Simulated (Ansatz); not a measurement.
`CCC1CCCCC1` + `ClB(Cl)[SeH]` → `C[Se]B(Cl)Cl` + `CC1CCCCC1`  (substitution at a C–C bond)

Program: Ansatz. Geometries: PBE0-D4/def2-TZVP. ΔE: electronic, gas phase. CBS: MP2 limit from def2 TZ/QZ plus the TZ coupled-cluster correction, frozen cores. For Se outer-core shells are correlated without core-valence functions, which leaves a few kJ/mol of doubt a bond. Scalar relativity is left out up to krypton. Each species was taken in one conformer, which may not be the lowest.

```tsv
species	CCSD(T)/CBS(def2) energy (Eh)
`CCC1CCCCC1`	-314.08681
`ClB(Cl)[SeH]`	-3345.76079
`C[Se]B(Cl)Cl`	-3385.02344
`CC1CCCCC1`	-274.82659
```

Question: Work out ΔE.

Answer: ΔE = (-3385.02344) + (-274.82659) − (-314.08681) − (-3345.76079) = -0.00243 Eh = -6.4 kJ/mol.

Largest T1 diagnostic among the species: 0.011.
